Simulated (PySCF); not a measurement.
## Predicted spectroscopic data

Computational details: geometry from GFN2-xTB, PBE0/pcSseg-1 with gauge-including orbitals, B3LYP/pcJ-1 coupling constants (spin–dipole term left out of most H,H and C,H couplings), in PySCF (non-relativistic, no solvent model, single conformer, fast rotation and ring inversion assumed for equivalent nuclei).

δ = σ(ref) − σ, references computed at the same level: ¹H (31.72 ppm), ¹³C (186.93 ppm) vs TMS. Multiplet labels drop J under 1 Hz and among equivalent protons, and merge close values. Unscaled 3J(H,H) run several per cent high. Where no couplings were computed, multiplicities follow the n + 1 count of equivalent neighbours, and m marks all less simple cases (inequivalent or close neighbours, rings, F or P nearby). Vicinal couplings that depend on rotamer populations or ring flexing (ring, CH–CH, X–H and H–F types) are those of the one conformer. One-bond C–F couplings are unscaled and too large by tens of Hz. Shifts are as computed. Against solution values, carbons near 30 ppm lie about +3 ppm off and those near 130 ppm about +5 ppm. Of 1211 compounds with measured shifts, 218 miss one by over three times the rms of a fit or turn the order of signals round; such compounds aren't used in these exercises. OH and NH positions are gas-phase values without hydrogen bonding to other molecules.

**1.** `O=C(F)C1CC1`, C4H5FO. ¹H NMR (400 MHz, computed): δ 1.65 (m, 1H), 1.18 (m, 2H), 1.12 (m, 2H). ¹³C{¹H} NMR (computed): δ 175.7 (C, d, J = 405.6 Hz), 14.2 (CH2, d, J = 2.2 Hz), 12.6 (CH, d, J = 82.9 Hz).

**2.** SMILES CO[Si@](N)(C#N)[SiH2]C#N, C3H7N3OSi2. ¹H NMR (400 MHz, computed): δ 4.19 (m, 1H), 4.16 (m, 1H), 3.94 (s, 3H), 1.57 (br s, 2H). ¹³C{¹H} NMR (computed): δ 125.0, 121.9, 53.2.

**3.** SMILES C=C(C)C(=O)F, C4H5FO. ¹H NMR (400 MHz, computed): δ 6.76 (dq, J = 1.7, 1.6 Hz, 1H), 6.41 (q, J = 2.1 Hz, 1H), 2.09 (td, J = 1.9, 1.4 Hz, 3H). ¹³C{¹H} NMR (computed): δ 164.9 (C, d, J = 407.1 Hz), 141.4 (CH2, d, J = 1.5 Hz), 140.9 (C, d, J = 50.8 Hz), 22.2 (CH3, d, J = 1.7 Hz).
